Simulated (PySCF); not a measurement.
A structure optimised at B3LYP-D3(BJ)/def2-SVP, used in a PySCF frequency run:

```
Si
C 1 1.8534
H 2 1.1007 1 110.03
H 2 1.1007 3 108.91 1 -120.68
H 2 1.1007 3 108.91 4 -118.64
Cl 1 2.0638 2 110.45 3 60.00
Cl 1 2.0638 2 110.45 3 -60.00
Cl 1 2.0638 2 110.45 3 -180.00
```
Charge 0, spin multiplicity 1.

Write its SMILES, formula and point group.

C[Si](Cl)(Cl)Cl, CH3Cl3Si, C3v

What are its rotational constants (standard atomic weights)?

1.7025, 1.7025, 1.2606 GHz
